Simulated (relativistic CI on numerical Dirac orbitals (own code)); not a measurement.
Calculated at this level of theory: Dirac-Coulomb-Breit CI, KLI orbitals optimised for each configuration, model QED, unscaled Slater integrals (own radial code, finite nucleus).

The strongest absorption lines from the ground level of an ion, among the configurations computed and to levels below about 239 eV (vacuum wavelength in Å, gf): 113.31 (0.017), 117.24 (0.3), 119.16 (4.3), 119.93 (2.7), 127.46 (1.1), 132.75 (0.036), 161.27 (0.017), 240.42 (0.086).

(1) Which ion is it?
A. Ni¹¹⁺
B. Ge¹⁵⁺
C. Zn¹³⁺
D. Ge¹⁷⁺

## Answers

(1) B. Ge¹⁵⁺ has 17 electrons and the ground level 3s2 3p5 2P°_3/2; the strongest line goes to 3s2 3p4 3d 2D_5/2. The pattern of lines fixes the number of electrons, and along that sequence the line energies rise steadily with the charge (about as its square where n changes within one kind of shell, about linearly where n is kept but much faster in heavy ions where fine structure, which grows about as Z⁴, sets the gap, and irregularly where shells cross), which fixes Z. Configurations outside the model, such as inner-shell arrays, can give stronger lines. At this charge energies of transitions that change n are usually good to better than 1 %, and those within a shell (Δn = 0) to a few per cent.

LS names give the leading component of a level, which can be under half, so a name can repeat, a term be missing and a line seem to break the LS rules.
